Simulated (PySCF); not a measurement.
Tin: a sound run and one with changed settings

Sound run: Sn⁺ [Kr] 4d10 5s2 5p1, Sn²⁺ [Kr] 4d10 5s2. Computed with PySCF 2.14 in cc-pVDZ-PP with ECP28MDF (4s3p2d, 23 functions), with scalar relativity through the core potential. The sound run starts from symmetry-adapted Hartree-Fock orbitals and uses a fine grid where one is needed.

Changed run: initial guess 1e, at most 5 SCF cycles. This setting is unsound on purpose.

```tsv
species	method	sound run (hartree)	changed run (hartree)	converged
Sn⁺	UHF	-213.08277	-213.08277	no
Sn⁺	TPSS	-213.88921	-213.88921	no
Sn⁺	r2SCAN	-214.05173	-214.05173	no
Sn²⁺	UHF	-212.57873	-212.57873	no
Sn²⁺	TPSS	-213.36831	-213.36831	no
Sn²⁺	r2SCAN	-213.52404	-213.52404	no
```

The SCF was stopped early; the energies are upper bounds that still move, and correlated levels were skipped or rest on poor orbitals.
